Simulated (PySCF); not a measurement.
Level of theory: PySCF with PBE-D3(BJ)/def2-TZVP // PBE0-D3(BJ)/def2-TZVP. All species are isolated molecules in the gas phase. 

Reference species (SMILES): `C=[SiH2]` (neutral, multiplicity 1).

```yaml
dipole_moment: 0.60 D
```

Changed species: `C=[SiH][SiH3]` (whole molecule; the reference has whole molecule).

Problem. Predict the effect on the dipole moment.

Solution. the dipole moment hardly moves.
